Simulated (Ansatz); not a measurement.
`BBCC` + H₂ → `BB` + ethane at 298.15 K and 1 bar (hydrogenolysis of a B–C bond).

Computed with Ansatz on PBE0-D4/def2-TZVP structures; ΔE is electronic, products minus reactants. CCSD(T)/CBS adds triple-zeta CCSD(T) − MP2 to the extrapolated MP2 energy (def2 sets, frozen cores). This one scheme is used for every species. Each species was taken in one conformer, which may not be the lowest.

| species | CCSD(T)/CBS energy (Eh) | H − E (kJ/mol) | S (J/(mol·K)) |
| --- | --- | --- | --- |
| `BBCC` | -130.45894 | 272.2 | 323.9 |
| H₂ | -1.17544 | 35.1 | 130.4 |
| `BB` | -51.92346 | 113.4 | 231.9 |
| `CC` | -79.71954 | 207.7 | 227.7 |

H − E and S are ideal-gas, rigid-rotor, harmonic terms from PBE0-D4/def2-TZVP, for one conformer and one mirror image of each species. For small species the MP2-based limit differs from directly extrapolated CCSD(T) by up to some mEh (0.8 for H₂); such offsets cancel only in part. 1 Eh = 2625.50 kJ/mol, R = 8.31446 J/(mol·K).

Task: By hand: ΔE, ΔH, ΔS and ΔG.

Result: ΔE = (-51.92346) + (-79.71954) − (-130.45894) − (-1.17544) = -0.00862 Eh = -22.6 kJ/mol. Δ(H − E) = 113.4 + 207.7 − 272.2 − 35.1 = 13.8, so ΔH = -8.8 kJ/mol. ΔS = 231.9 + 227.7 − 323.9 − 130.4 = 5.3 J/(mol·K). ΔG = -8.8 − 298.15 × (5.3)/1000 = -10.4 kJ/mol.

Task: By hand: the equilibrium constant, and the temperature at which ΔG would vanish if ΔH and ΔS stayed fixed.

Result: log₁₀ K = −ΔG/(RT ln 10) = 1.8. ΔH and −TΔS have one sign here, so there is no such temperature.

The number of gas molecules stays the same, so ΔS is small and ΔH decides. A doubt of 5 kJ/mol in ΔE shifts log₁₀ K by 0.9 here. Other conformers and mirror images would add mixing entropy, several J/(mol·K) or more a flexible species. Modes under 60 cm⁻¹, often nearly free rotors, make the harmonic entropy too high. These are equilibria of isolated gas molecules and say nothing of rates. Largest T1 diagnostic: 0.012 (customary marks: 0.02 for closed shells, 0.045 for open ones).

ΔS is within the doubt of such terms, so its sign, and with it that verdict, could turn.
